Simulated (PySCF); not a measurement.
Compound: 3-acetylpyridine, C₇H₇NO.
Geometry (GFN2-xTB, Å), atoms numbered from 1 in this order:
```xyz
16
C7H7NO angstrom
C     -2.530   -0.116    0.557
C     -1.437   -0.765   -0.252
O     -1.646   -1.715   -0.971
C     -0.072   -0.182   -0.130
C      0.966   -0.757   -0.867
C      2.240   -0.232   -0.769
C      2.435    0.858    0.068
N      1.463    1.413    0.772
C      0.247    0.911    0.678
H     -2.290   -0.165    1.617
H     -3.468   -0.634    0.375
H     -2.635    0.929    0.273
H      0.746   -1.605   -1.499
H      3.062   -0.655   -1.325
H      3.410    1.311    0.184
H     -0.498    1.413    1.280
```

The closed-shell SCF was solved with PySCF and density fitting under several settings on one GFN2-xTB geometry (grid level 2 and gas phase unless stated).

| settings | basis functions | SCF cycles | E (Eh) | HOMO (eV) | LUMO (eV) | dipole (D) |
| --- | --- | --- | --- | --- | --- | --- |
| PBE0/pcSseg-1 | 188 | 14 | -400.4192 | -7.47 | -1.97 | 0.95 |
| PBE0/def2-SVPD | 239 | 14 | -400.1960 | -7.50 | -2.03 | 1.04 |
| WP04/def2-SVPD | 239 | 16 | -409.9322 | -8.57 | -4.13 | 1.14 |
| B97-2/pcSseg-1, IEF-PCM dimethylsulfoxide | 188 | 14 | -400.7529 | -7.27 | -1.96 | 1.31 |
| PBE0/pcSseg-1, IEF-PCM dimethylsulfoxide, energy threshold 1e-11 Eh, level shift 0.3 Eh | 188 | 18 | -400.4310 | -7.57 | -1.92 | 1.29 |
| OLYP/def2-SVP | 161 | 17 | -400.5045 | -5.50 | -2.53 | 0.81 |

Task: Estimate the rows for these settings: (1) OPBE/pcSseg-1, energy threshold 1e-08 Eh; (2) HCTH407/6-311G**, energy threshold 1e-06 Eh.

Result: 
| settings | basis functions | SCF cycles | E (Eh) | HOMO (eV) | LUMO (eV) | dipole (D) |
| --- | --- | --- | --- | --- | --- | --- |
| OPBE/pcSseg-1, energy threshold 1e-08 Eh | 188 | 14 | -400.7042 | -5.77 | -2.79 | 0.86 |
| HCTH407/6-311G**, energy threshold 1e-06 Eh | 204 | 11 | -400.9636 | -5.86 | -2.84 | 0.90 |

Task: Over all rows, what range does the HOMO–LUMO gap span?

Result: From 2.97 eV (OLYP/def2-SVP) to 5.65 eV (PBE0/pcSseg-1, IEF-PCM dimethylsulfoxide, energy threshold 1e-11 Eh, level shift 0.3 Eh). The functional of the narrowest has no exact exchange, that of the widest 25 % exact exchange.

Task: And the dipole moment?

Result: From 0.81 D (OLYP/def2-SVP) to 1.31 D (B97-2/pcSseg-1, IEF-PCM dimethylsulfoxide); the largest is 1.62 times the smallest, and the median is 0.99 D.

Task: Compare two rows with the functional PBE0: PBE0/pcSseg-1 and PBE0/def2-SVPD. Which energy is lower, and by how much?

Result: PBE0/pcSseg-1 (188 functions) lies 0.2232 Eh or 140 kcal/mol below PBE0/def2-SVPD (239 functions). The smaller set gives the lower energy; the two sets aren't nested, so the variational bound doesn't order them by size.

Cycle counts include a coarse-grid stage where the run had one. All basis functions are spherical, in the Pople sets too. WP04 was designed for NMR shieldings or shifts; total energies of different functionals aren't comparable. The species at its GFN2-xTB geometry (one conformer only).
